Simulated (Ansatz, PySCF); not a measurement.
B$_{2}$Cl$_{4}$, charge -1, doublet, at a GFN2-xTB geometry (a state made from the parent by changing its charge; the spin is typed, not shown lowest) (in this run its highest filled SCF level lies above zero, so its values depend strongly on the basis, on diffuse functions most of all). Base run: PySCF with B3LYP/cc-pVDZ.

The PySCF input:
```python
from pyscf import gto, scf, dft

mol = gto.Mole()
mol.atom = '''
    Cl   -1.642920   -1.653476   -0.117481
    B    -0.778885   -0.075098   -0.063347
    Cl   -1.924122    1.309551   -0.172628
    B     0.778885    0.075098    0.063347
    Cl    1.924122   -1.309551    0.172628
    Cl    1.642920    1.653476    0.117481
'''
mol.basis = 'cc-pvdz'
mol.charge = -1
mol.spin = 1
mol.verbose = 4
mol.build()

mf = dft.UKS(mol)
mf.xc = 'b3lyp'
mf.kernel()
```

The same geometry, method and basis name were run in Ansatz (a program for electronic structure) and PySCF, at each program's defaults and at the settings that a row names. The base is PySCF at its defaults. Differences at the defaults can come from grids, fitting, cores and function types together.

| code and settings | ΔE vs base (mEh) | basis functions | E (Eh) | SCF cycles |
|---|---|---|---|---|
| PySCF, defaults (exact integrals, its default grid, spherical functions) | 0.000 | 100 | -1890.79334 | 9 |
| Ansatz, defaults (factorised integrals, its default grid, spherical functions) | 0.004 | 100 | -1890.79333 | - |
| PySCF, density fitting with def2-universal-jkfit | -0.009 | 100 | -1890.79335 | 9 |
| PySCF, fine grid | 0.005 | 100 | -1890.79333 | 9 |
| Ansatz, high accuracy | 0.006 | 100 | -1890.79333 | - |

Open shells are given as the SCF converged; they aren't shown to be the lowest states, and a large step between rows can be another state.
